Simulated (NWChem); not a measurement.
System meant: C$_{5}$H$_{8}$BNO$_{2}$; SMILES Cn1cccc1B(O)O

Here is an NWChem input.

```
start job
memory heap 200 mb stack 900 mb global 1100 mb
geometry units angstroms noautoz
  C      2.061555    -0.675339     0.268701
  N      0.654260    -0.932368     0.087653
  C      0.111949    -2.179619     0.003593
  C     -1.252194    -2.060802    -0.175649
  C     -1.534113    -0.677198    -0.191233
  C     -0.339668     0.021853    -0.029344
  B     -0.153006     1.573664    -0.018839
  O     -1.168302     2.383165     0.390157
  O      0.989039     2.213950    -0.409658
  H      2.590104    -0.573301    -0.695773
  H      2.207058     0.242278     0.854088
  H      2.523992    -1.506984     0.817513
  H      0.738012    -3.066528     0.090571
  H     -1.958055    -2.882669    -0.277946
  H     -2.514283    -0.221109    -0.331664
  H     -1.894957     1.876258     0.762737
  H      1.617654     1.631186    -0.839880
end
basis spherical
  C library def2-svp
  N library def2-svp
  B library def2-svp
  O library def2-svp
  H library def2-svp
end
dft
  odft
  mult 2
  xc pbe0
  iterations 150
  mulliken
end
task dft energy
```

End of the output:

```
 Summary of "ao basis" -> "" (spherical)
 ------------------------------------------------------------------------------
       Tag                 Description            Shells   Functions and Types
 ---------------- ------------------------------  ------  ---------------------
 C                          def2-svp                 6       14   3s2p1d
 N                          def2-svp                 6       14   3s2p1d
 B                          def2-svp                 6       14   3s2p1d
 O                          def2-svp                 6       14   3s2p1d
 H                          def2-svp                 3        5   2s1p

                                 NWChem DFT Module
                                 -----------------

 Summary of "ao basis" -> "ao basis" (spherical)
 ------------------------------------------------------------------------------
       Tag                 Description            Shells   Functions and Types
 ---------------- ------------------------------  ------  ---------------------
 C                          def2-svp                 6       14   3s2p1d
 N                          def2-svp                 6       14   3s2p1d
 B                          def2-svp                 6       14   3s2p1d
 O                          def2-svp                 6       14   3s2p1d
 H                          def2-svp                 3        5   2s1p

  number of electrons :                   66
  multiplicity        :                    2
 ------------------------------------------------------------------------
  no. of electrons and multiplicity not compatible                  66
 ------------------------------------------------------------------------
 ------------------------------------------------------------------------
  current input line :
    36: task dft energy
 ------------------------------------------------------------------------
 ------------------------------------------------------------------------
 There is an error in the input file
 ------------------------------------------------------------------------
 For more information see the NWChem manual at https://nwchemgit.github.io

0: no. of electrons and multiplicity not compatible:Received an Error in Communication
```

Task: Find the fault in this run and fix the input.

Result: The program refused the input. Cause: the multiplicity doesn't fit the number of electrons (an even count wants an odd multiplicity, and the reverse). This input runs:
```
start job
memory heap 200 mb stack 900 mb global 1100 mb
geometry units angstroms noautoz
  C      2.061555    -0.675339     0.268701
  N      0.654260    -0.932368     0.087653
  C      0.111949    -2.179619     0.003593
  C     -1.252194    -2.060802    -0.175649
  C     -1.534113    -0.677198    -0.191233
  C     -0.339668     0.021853    -0.029344
  B     -0.153006     1.573664    -0.018839
  O     -1.168302     2.383165     0.390157
  O      0.989039     2.213950    -0.409658
  H      2.590104    -0.573301    -0.695773
  H      2.207058     0.242278     0.854088
  H      2.523992    -1.506984     0.817513
  H      0.738012    -3.066528     0.090571
  H     -1.958055    -2.882669    -0.277946
  H     -2.514283    -0.221109    -0.331664
  H     -1.894957     1.876258     0.762737
  H      1.617654     1.631186    -0.839880
end
basis spherical
  * library def2-svp
end
dft
  xc pbe0
  iterations 150
  mulliken
end
task dft energy
```
It converges to -424.71429 Ha (PBE0/def2-SVP).
